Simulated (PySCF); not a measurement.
C4H12BN.
Geometry (PBE0-D3(BJ)/def2-SVP, Å), atoms numbered from 1 in this order:
```
atom  x, y, z in Å
C1     2.844   -0.311    0.674
N2     1.440   -0.508    0.422
B3     0.371    0.148    1.026
C4    -1.139   -0.165    0.657
C5    -1.332   -1.260   -0.388
C6    -1.865    1.124    0.257
H7     3.333   -1.233    1.035
H8     2.971    0.461    1.445
H9     3.384    0.020   -0.229
H10    1.242   -1.212   -0.281
H11    0.633    0.992    1.862
H12   -1.597   -0.511    1.606
H13   -2.399   -1.467   -0.575
H14   -0.890   -0.972   -1.358
H15   -0.868   -2.212   -0.079
H16   -1.456    1.537   -0.680
H17   -2.942    0.950    0.093
H18   -1.764    1.903    1.029
```

Computed at PBE0/pcSseg-1 (PySCF, non-relativistic), with Q(14N) = 0.02044 b, Q(11B) = 0.04059 b: N2, 14N (I = 1): χzz = -3.031 MHz, η = 0.849; B3, 11B (I = 3/2): χzz = 3.928 MHz, η = 0.191.

**Question.** Find the zero-field quadrupole resonance frequencies of 14N at N2.

**Answer.** From ν± = (3/4)|χ|(1 ± η/3) and ν0 = |χ|η/2: ν+ 2.917 MHz, ν− 1.630 MHz, ν0 1.287 MHz (boron-bound nitrogen).

**Question.** Where would the pure quadrupole (NQR) lines of 11B at B3 fall for the rigid, isolated species?

**Answer.** From ν = (|χ|/2)√(1 + η²/3): ν = 1.976 MHz (three-coordinate boron).

In a crystal, neighbours and librations shift these lines. A larger basis could move these couplings by a tenth or more.

One conformer stands for the species.
